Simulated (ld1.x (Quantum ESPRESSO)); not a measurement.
**Ranking RRKJ potentials for Br**

All share these settings but for the change named:

```
Element                 : Br (Z = 35)
Generator               : ld1.x (Quantum ESPRESSO) 7.5
Type                    : norm-conserving RRKJ (Kleinman–Bylander form)
Functional              : PBE
Relativity              : scalar-relativistic
Frozen core             : [Ar]
Valence charge          : 17
Reference configuration : 3d10 4s1.5 4p5.5
Partial waves           : 4p (bound): rc 1.45 bohr; 3d (bound): rc 0.95 bohr; 4s (bound): rc 1.25 bohr
Local potential         : the s channel
Core correction         : none
```

Cutoff: the first of the cutoffs (Ry, on a coarse ladder) from which the occupation-weighted sum of valence levels, in a spherical-Bessel basis at the reference potential, stays within 10 and 1 mRy of its value at 400 Ry; the density cutoff is not measured.

The base gives 260 Ry.

Of 8 variants that were run, those that failed, showed a ghost or another fault, or gave nearly equal values are left out.

A variant can come out equal or close to the base.

(1) Rank these variants from softest to hardest (loose cutoff).
A. all radii scaled by about 1.23 (s 1.54, p 1.78, d 1.16 bohr)
B. all radii scaled by about 1.05 (s 1.32, p 1.52, d 1.00 bohr)
C. all radii scaled by about 1.12 (s 1.40, p 1.62, d 1.06 bohr)
D. all radii scaled by about 1.35 (s 1.70, p 1.96, d 1.28 bohr)

## Answers

(1) D (160 Ry), A (200 Ry), C (230 Ry), B (260 Ry).
